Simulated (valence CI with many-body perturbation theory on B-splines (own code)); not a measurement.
# E1 transitions of Co XIII

Level of theory: relativistic CI+MBPT: five valence electrons over a frozen Dirac-Fock core [Ne], a basis of 11 s, 11 p, 10 d, 8 f, 5 g, 2 h functions for each j, with the one-electron correlation potential Σ1 (screened to all orders), the two-electron term Σ2, the three-electron term Σ3, Breit, model QED; selected single and double excitations, second order for the rest, scaled by the run's own slope (own B-spline code, finite nucleus).

No measured levels were compared; by estimate levels of excited configurations hold to 0.05 to 0.15 % of their energy, terms of the ground configuration to about 0.5 %. Among the levels kept, up to 3200 cm⁻¹ of a level comes from second order outside the variational space, and about a tenth of that is noise between levels of different J, which matters for small intervals.

Lines 1 to 50 of 571 in falling wavelength, among levels below 1145400 cm⁻¹, chosen from the strongest by gf and those to the six lowest levels. Wavelengths and rates use the calculated energies, so an error of 200 cm⁻¹ moves a line at 548.9 Å by 0.11 % and its rate by three times that or more. Electric multipoles are in the length gauge, E1 and E2 with the static RPA response of the core. Weak lines are less certain than strong ones. Lines between different terms over intervals too small for the method are left out, as are lines whose strength nearly cancels. Where a level lies close to another of its J and parity, the split of strength between their lines is uncertain. The highest levels of a list are the least certain.

Names give the largest LS component (configuration and term), which can be under half, so a name can repeat, a term be missing and a line seem to break the LS rules; names also repeat where a configuration has a term twice. Letters in brackets count levels of one name in rising energy.

```csv
λ vac (Å),Upper,Lower,A (s⁻¹),log gf,Branch %
548.9,3p4.3d 4D_7/2,3s.3p3.3d 4D°_7/2 [d],2.76e+08,-1.00,1.8
469.0,3p4.3d 4F_9/2,3s.3p3.3d 4D°_7/2 [d],8.16e+08,-0.57,5.8
457.7,3s.3p4 4P_3/2,3s2.3p3 2P°_3/2,1.47e+07,-2.73,0.7
454.5,3p4.3d 4F_7/2,3s.3p3.3d 4D°_5/2 [c],6.31e+08,-0.81,4.2
430.5,3s.3p4 4P_1/2,3s2.3p3 2P°_1/2,1.59e+07,-3.05,0.7
407.9,3s.3p4 4P_5/2,3s2.3p3 2D°_5/2,3.25e+07,-2.31,1.8
398.1,3s.3p4 4P_5/2,3s2.3p3 2D°_3/2,2.29e+07,-2.49,1.2
390.9,3p4.3d 4F_7/2,3s.3p3.3d 2G°_7/2 [b],5.16e+08,-1.02,3.5
389.0,3s.3p4 4P_3/2,3s2.3p3 2D°_5/2,6.92e+06,-3.20,0.3
377.1,3p5 2P°_3/2,3s2.3p2.3d 2P_3/2 [a],2.42e+09,-0.69,27.5
369.4,3p4.3d 2P_3/2,3s.3p3.3d 2D°_5/2 [b],1.93e+09,-0.80,14.7
362.6,3s.3p3.3d 4F°_9/2 [a],3s2.3p2.3d 4F_9/2,8.81e+08,-0.76,62.3
360.7,3s.3p4 2D_3/2,3s2.3p3 2P°_3/2,3.01e+07,-2.63,0.7
357.7,3s.3p3.3d 4F°_7/2 [a],3s2.3p2.3d 4F_7/2,7.91e+08,-0.92,53.2
357.3,3s.3p4 2D_5/2,3s2.3p3 2P°_3/2,6.21e+08,-1.15,16.6
352.0,3p4.3d 2D_3/2,3s.3p3.3d 2F°_5/2 [a],1.93e+09,-0.84,28.8
349.8,3s.3p4 2D_3/2,3s2.3p3 2P°_1/2,2.98e+08,-1.66,7.0
339.5,3p4.3d 2D_5/2,3s.3p3.3d 2F°_7/2 [a],1.56e+09,-0.79,20.4
338.8,3s.3p4 4P_5/2,3s2.3p3 4S°_3/2,1.80e+09,-0.73,96.9
335.9,3p4.3d 4F_9/2,3s.3p3.3d 4F°_9/2 [b],1.50e+09,-0.59,10.7
334.2,3p4.3d 4F_9/2,3s.3p3.3d 4D°_7/2 [b],6.16e+08,-0.99,4.4
333.1,3s.3p3.3d 4P°_3/2 [b],3s2.3p2.3d 4P_5/2,1.84e+09,-0.91,2.3
330.4,3p4.3d 4F_7/2,3s.3p3.3d 4F°_7/2 [b],1.23e+09,-0.79,8.2
326.1,3p4.3d 2D_3/2,3s.3p3.3d 2D°_3/2 [a],1.59e+09,-0.99,23.7
325.7,3s.3p4 4P_3/2,3s2.3p3 4S°_3/2,2.01e+09,-0.89,98.9
322.2,3s.3p3.3d 4G°_11/2,3s2.3p2.3d 4F_9/2,3.84e+09,-0.14,98.4
320.4,3s.3p4 4P_1/2,3s2.3p3 4S°_3/2,2.14e+09,-1.18,98.7
317.1,3p5 2P°_3/2,3s.3p4 2D_5/2,4.40e+09,-0.58,50.0
316.7,3s.3p4 2D_3/2,3s2.3p3 2D°_5/2,2.57e+07,-2.81,0.6
316.1,3s.3p3.3d 4G°_9/2,3s2.3p2.3d 4F_7/2,3.90e+09,-0.23,93.8
316.1,3s.3p3.3d 2F°_7/2 [c],3s2.3p2.3d 2F_7/2 [b],1.12e+09,-0.87,1.5
314.0,3s.3p4 2D_5/2,3s2.3p3 2D°_5/2,3.10e+09,-0.56,82.6
312.6,3s.3p3.3d 2F°_7/2 [d],3s2.3p2.3d 2D_5/2 [c],8.27e+08,-1.01,1.2
311.0,3s.3p3.3d 4G°_7/2,3s2.3p2.3d 4F_5/2,3.84e+09,-0.35,88.2
310.7,3s.3p4 2D_3/2,3s2.3p3 2D°_3/2,3.87e+09,-0.65,91.4
308.2,3s.3p4 2D_5/2,3s2.3p3 2D°_3/2,1.99e+07,-2.77,0.5
307.7,3s.3p3.3d 4G°_5/2,3s2.3p2.3d 4F_3/2,3.87e+09,-0.48,86.4
304.5,3s.3p3.3d 2D°_5/2 [b],3s2.3p2.3d 2P_3/2 [b],1.88e+09,-0.80,5.5
302.9,3s2.3p2.3d 2P_3/2 [a],3s2.3p3 2P°_3/2,6.34e+08,-1.46,6.1
300.5,3s.3p3.3d 2G°_9/2 [a],3s2.3p2.3d 2F_7/2 [a],1.85e+09,-0.60,75.8
297.4,3p5 2P°_1/2,3s.3p4 2D_3/2,4.14e+09,-0.96,48.4
296.9,3s.3p3.3d 4F°_9/2 [b],3s2.3p2.3d 4D_7/2,2.73e+09,-0.44,30.4
295.9,3s.3p3.3d 2G°_7/2 [a],3s2.3p2.3d 2F_5/2 [a],1.77e+09,-0.73,78.5
295.8,3s.3p3.3d 4F°_7/2 [b],3s2.3p2.3d 4D_7/2,9.66e+08,-0.99,7.3
295.2,3s2.3p2.3d 2P_3/2 [a],3s2.3p3 2P°_1/2,4.15e+08,-1.66,4.0
292.4,3s.3p3.3d 2P°_3/2 [a],3s2.3p2.3d 2P_3/2 [b],2.21e+09,-0.95,2.7
290.9,3s.3p4 2P_1/2,3s2.3p3 2P°_1/2,3.74e+09,-1.02,31.6
289.7,3s.3p3.3d 2F°_7/2 [d],3s2.3p2.3d 2F_7/2 [b],1.56e+09,-0.80,2.3
289.3,3p4.3d 4F_9/2,3s.3p3.3d 4G°_11/2,5.15e+09,-0.19,36.6
288.3,3s.3p3.3d 4D°_7/2 [b],3s2.3p2.3d 4D_5/2,2.64e+09,-0.58,30.0
```
